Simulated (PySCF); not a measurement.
# Electronic structure of Fe⁺ (iron, charge +1) at the LDA level

Configuration: [Ar] 3d6 4s1, high-spin 6D determinant. Computed with PySCF 2.14 in aug-cc-pVDZ (7s6p4d2f, 59 functions), with no relativity, point nucleus.

| Item | Value |
| --- | --- |
| Total energy | -1260.903 hartree |
| One-electron energy | -1735.746 hartree |
| Hartree (Coulomb) energy | 527.743 hartree |
| Exchange-correlation energy | -52.901 hartree |
| Kinetic energy | 1261.23569 hartree |
| ⟨S²⟩ | 8.7510 |
| ⟨L²⟩ | 6.007 |
| Sum of ⟨r⟩ | 18.17 bohr |
| Sum of ⟨r²⟩ | 25.18 bohr² |
| Traceless quadrupole moment −½Σ⟨3z² − r²⟩ along its main axis | 0.409 e·bohr² |
| Density at the nucleus (Gaussians lack the cusp) | 11800 bohr⁻³ |
| Spin density at the nucleus | 6.37 bohr⁻³ |
| Langevin diamagnetic susceptibility | -19.9 ×10⁻⁶ cm³/mol |

```csv
shell,electrons,mean orbital energy (eV),spread (eV),"rms radius, mean of both spins (bohr)"
1s α,1,-6925.9,0,0.0685
1s β,1,-6925.8,0,0.0685
2s α,1,-813.72,0,0.293
2s β,1,-811.67,0,0.293
2p α,3,-704.38,0.878,0.262
2p β,3,-702.80,0.544,0.262
3s α,1,-101.39,0,0.883
3s β,1,-97.076,0,0.883
3p α,3,-69.416,1.747,0.940
3p β,3,-65.184,0.775,0.940
3d α,5,-17.750,1.847,1.26
3d β,1,-13.791,0,1.26
4s α,1,-13.085,0,2.87
```
